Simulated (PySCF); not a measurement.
Isomers of [C6H10F]+ (charge +1), one GFN2-xTB conformer each. Single-point energies are computed at PBE0/pcSseg-1 (PySCF, gas phase, no added dispersion term), electronic only.

| SMILES | GFN2-xTB relative energy (kJ/mol) |
| --- | --- |
| C/C=C\[C+](C)CF | 92.9 |
| C[C+]1CC[C@@H](F)C1 | 0.0 |

Conformers: `[CH3:1]/[CH:2]=[CH:3]\[C+:4]([CH3:5])[CH2:6][F:7]` (charge +1) with C2–C3–C4–C5 -2°, C3–C4–C6–F7 -2°; `[CH3:1][C+:2]1[CH2:3][CH2:4][C@@H:5]([F:6])[CH2:7]1` (charge +1) with C1–C2–C3–C4 -177°, C2–C3–C4–C5 -23°, C3–C4–C5–F6 -83°, C4–C5–C7–C2 -29°.

Problem. What does PBE0/pcSseg-1 give for the same structures?

Solution. 
```json
{"SMILES": "C[C+]1CC[C@@H](F)C1", "PBE0/pcSseg-1 E (Eh)": "-333.78364", "PBE0/pcSseg-1 (kJ/mol)": "0.0", "GFN2-xTB (kJ/mol)": "0.0", "point group": "C1"}
{"SMILES": "C/C=C\\[C+](C)CF", "PBE0/pcSseg-1 E (Eh)": "-333.76216", "PBE0/pcSseg-1 (kJ/mol)": "56.4", "GFN2-xTB (kJ/mol)": "92.9", "point group": "near Cs"}
```

Both levels put the same isomer lowest. 

Problem. Which frontier levels and rotational constants go with these structures?

Solution. 
| SMILES | HOMO (eV, PBE0/pcSseg-1) | LUMO (eV) | A, B, C (MHz) |
| --- | --- | --- | --- |
| C[C+]1CC[C@@H](F)C1 | -13.99 | -8.65 | 4503, 2121, 1777 |
| C/C=C\[C+](C)CF | -13.78 | -8.69 | 4953, 1551, 1208 |
